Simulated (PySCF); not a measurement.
**`O[SiH]1N[SiH2]N[SiH2]N1`: 4 charge schemes on one density**

Species: H₉N₃OSi₃.
Numbering: `[OH:1][SiH:2]1[NH:3][SiH2:4][NH:5][SiH2:6][NH:7]1` (hydrogens: H8 on O1; H9 on Si2; H10 on N3; H11, H12 on Si4; H13 on N5; H14, H15 on Si6; H16 on N7)

Cartesian coordinates in Å at the PBE0-D3(BJ)/def2-SVP level; atoms count from 1:
```xyz
16
H9N3OSi3 angstrom
O     -2.5838   -1.1998   -1.0668
Si    -1.4257   -0.9058    0.0920
N      0.0895   -1.6316   -0.3324
Si     1.7017   -0.9861   -0.3042
N      1.6139    0.5784    0.4417
Si     0.3041    1.7146    0.4773
N     -1.1519    0.7996    0.2447
H     -2.3584   -0.8950   -1.9517
H     -2.0370   -1.5191    1.2986
H      0.0039   -2.5873   -0.6719
H      2.6440   -1.8201    0.5084
H      2.2549   -0.9541   -1.6974
H      2.3980    0.8078    1.0446
H      0.3771    2.7727   -0.5827
H      0.3717    2.4301    1.7923
H     -2.0045    1.3486    0.1582
```

Density: PBE0/pcSseg-1 (PySCF); schemes: Mulliken, IAO, Hirshfeld and ESP-fitted. The structure is a single PBE0-D3(BJ)/def2-SVP conformer in the gas phase; no vibrational or solvent corrections.

What partial charge does each atom carry?

In e:

```
atom                      environment  Mulliken     IAO  Hirshfeld  ESP-fitted
  O1                   silanol oxygen    -0.567  -0.788     -0.321      -0.761
 Si2             oxygen-bound silicon    +1.114  +1.305     +0.458      +1.074
  N3  nitrogen bridging silicon atoms    -0.860  -0.965     -0.336      -0.921
 Si4                     SiH2 silicon    +0.890  +1.014     +0.401      +0.867
  N5  nitrogen bridging silicon atoms    -0.858  -0.944     -0.329      -0.869
 Si6                     SiH2 silicon    +0.893  +1.015     +0.401      +0.849
  N7  nitrogen bridging silicon atoms    -0.860  -0.964     -0.335      -0.917
  H8                hydroxyl hydrogen    +0.240  +0.355     +0.168      +0.438
  H9                    Si–H hydrogen    -0.142  -0.176     -0.090      -0.169
 H10                     N–H hydrogen    +0.226  +0.273     +0.122      +0.371
 H11                    Si–H hydrogen    -0.134  -0.160     -0.092      -0.177
 H12                    Si–H hydrogen    -0.131  -0.176     -0.099      -0.179
 H13                     N–H hydrogen    +0.229  +0.276     +0.123      +0.368
 H14                    Si–H hydrogen    -0.132  -0.174     -0.099      -0.173
 H15                    Si–H hydrogen    -0.135  -0.164     -0.094      -0.174
 H16                     N–H hydrogen    +0.225  +0.273     +0.121      +0.373
```

Mean size of the charges over all atoms: IAO 0.564 e, ESP-fitted 0.543 e, Mulliken 0.477 e, Hirshfeld 0.224 e. Each set sums to the total charge, 0, to within 0.001 e. The IAO scheme projects the occupied orbitals on a minimal set of polarised atomic orbitals and counts the electrons in each atom's part of it.

Lowest charge. All schemes pick atoms of one kind: Mulliken N3 and N7 (-0.860); IAO N3 (-0.965); Hirshfeld N3 (-0.336); ESP-fitted N3 (-0.921).

Highest charge. All schemes agree: Mulliken Si2 (+1.114); IAO Si2 (+1.305); Hirshfeld Si2 (+0.458); ESP-fitted Si2 (+1.074).

How closely do the schemes follow one another over all atoms?

Correlation coefficient and root-mean-square difference: Mulliken with IAO 1.00, 0.104 e; IAO with Hirshfeld 0.99, 0.433 e; IAO with ESP-fitted 0.99, 0.096 e; Hirshfeld with ESP-fitted 0.99, 0.375 e; Mulliken with Hirshfeld 0.99, 0.340 e; Mulliken with ESP-fitted 0.99, 0.100 e.

Sum the charges by element, for elements with more than one atom.

```csv
element,atoms,Mulliken,IAO,Hirshfeld,ESP-fitted
Si,3,+2.897,+3.335,+1.259,+2.790
N,3,-2.577,-2.873,-1.000,-2.707
H,9,+0.247,+0.327,+0.061,+0.678
```
